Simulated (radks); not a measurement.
Question: The table gives one normalised radial function P(r) = r R(r) of Mn in [Ar] 3d5 4s2 (r in bohr). Method: non-relativistic Kohn-Sham, SOGGA, spin-polarised, spherical densities, point nucleus; open shells are filled with parallel spins first; computed with a radial shooting solver on a logarithmic mesh with Libxc functionals.

| r | P |
|---|---|
| 0.002652 | 0.0002 |
| 0.003537 | 0.0004 |
| 0.00468 | 0.0007 |
| 0.006242 | 0.0012 |
| 0.00826 | 0.0021 |
| 0.01102 | 0.0035 |
| 0.01458 | 0.0059 |
| 0.01929 | 0.0098 |
| 0.02572 | 0.0160 |
| 0.03403 | 0.0253 |
| 0.04539 | 0.0391 |
| 0.06006 | 0.0571 |
| 0.08011 | 0.0792 |
| 0.106 | 0.1000 |
| 0.1402 | 0.1117 |
| 0.187 | 0.1016 |
| 0.2475 | 0.0580 |
| 0.3301 | -0.0229 |
| 0.4368 | -0.1166 |
| 0.5825 | -0.1843 |
| 0.7708 | -0.1746 |
| 1.02 | -0.0721 |
| 1.36 | 0.1044 |
| 1.8 | 0.2911 |
| 2.4 | 0.4415 |
| 3.176 | 0.5048 |
| 4.236 | 0.4635 |
| 5.605 | 0.3488 |
| 7.416 | 0.2109 |
| 9.891 | 0.0949 |
| 13.09 | 0.0322 |

Which n and l does it have? It may be an empty orbital.

Answer: n = 4, l = 1: the number of nodes gives n - l - 1 = 2, the rise at small r (about r^(l+1)) gives l, and the extent must fit the shell. The curve is that of 4p up; the table hardly tells the two spins apart. 4p up (empty): eigenvalue -1.478 eV, 2 radial nodes at r = 0.307, 1.16 bohr, <r> = 4.31 bohr, 90 % of the charge inside 6.83 bohr.
